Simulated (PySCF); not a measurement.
A structure optimised at B3LYP-D3(BJ)/def2-SVP, used in a PySCF frequency run:

```xyz
10

B      0.0448    -0.9627     0.0000
O      0.8500    -2.0677     0.0000
H      0.3900    -2.9130     0.0000
O     -1.3304    -0.9933     0.0000
H     -1.7371    -1.8657     0.0000
O      0.6521     0.2560     0.0000
Si     0.0148     1.8016     0.0000
H     -0.8132     2.0348    -1.2171
H     -0.8132     2.0348     1.2171
H      1.1679     2.7399     0.0000
```
Charge 0, spin multiplicity 1.

Write its SMILES, formula and point group.

OB(O)O[SiH3], BH5O3Si, Cs

What are its rotational constants (standard atomic weights)?

9.1001, 2.3256, 1.8937 GHz
